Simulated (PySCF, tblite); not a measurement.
Isomers of C4H12O2P2, one GFN2-xTB conformer each. Single-point energies are computed at PBE0/pcSseg-1 (PySCF, gas phase, no added dispersion term), electronic only.

| SMILES | GFN2-xTB relative energy (kcal/mol) |
| --- | --- |
| C[P@](=O)(P)CCCO | 0.0 |
| CPC[P@](C)(=O)CO | 10.4 |

Conformers: `[CH3:1][P@:2](=[O:3])([PH2:4])[CH2:5][CH2:6][CH2:7][OH:8]` with C1–P2–P4–H 21° and 113°, C1–P2–C5–C6 142°, P2–C5–C6–C7 60°, C5–C6–C7–O8 -61°, C6–C7–O8–H 89°; `[CH3:1][PH:2][CH2:3][P@:4]([CH3:5])(=[O:6])[CH2:7][OH:8]` with C1–P2–C3–P4 -78°, P2–C3–P4–C5 -166°, C3–P4–C7–O8 176°, P4–C7–O8–H -48°.

What does PBE0/pcSseg-1 give for the same structures?

| SMILES | PBE0/pcSseg-1 E (Eh) | PBE0/pcSseg-1 (kcal/mol) | GFN2-xTB (kcal/mol) | point group |
| --- | --- | --- | --- | --- |
| CPC[P@](C)(=O)CO | -992.14520 | 0.0 | 10.4 | C1 |
| C[P@](=O)(P)CCCO | -992.14388 | 0.8 | 0.0 | C1 |

GFN2-xTB puts C[P@](=O)(P)CCCO lowest instead. Neighbours under 2.5 kcal/mol apart (CPC[P@](C)(=O)CO and C[P@](=O)(P)CCCO) can change places with a better method, another conformer or zero-point energy.

Which frontier levels, dipoles and rotational constants go with these structures?

```json
{"SMILES": "CPC[P@](C)(=O)CO", "HOMO (eV, PBE0/pcSseg-1)": "-7.09", "LUMO (eV)": "0.46", "dipole (D)": "3.36", "A, B, C (MHz)": "2120, 912.6, 847.7"}
{"SMILES": "C[P@](=O)(P)CCCO", "HOMO (eV, PBE0/pcSseg-1)": "-7.13", "LUMO (eV)": "0.40", "dipole (D)": "3.44", "A, B, C (MHz)": "1838, 1216, 1033"}
```

What happens when harmonic zero-point energies from GFN2-xTB frequencies are added?

```tsv
SMILES	ZPE (kcal/mol)	electronic (kcal/mol)	with ZPE (kcal/mol)
CPC[P@](C)(=O)CO	97.2	0.0	0.0
C[P@](=O)(P)CCCO	98.4	0.8	2.1
```

The zero-point energies span 1.2 kcal/mol. The order is unchanged.
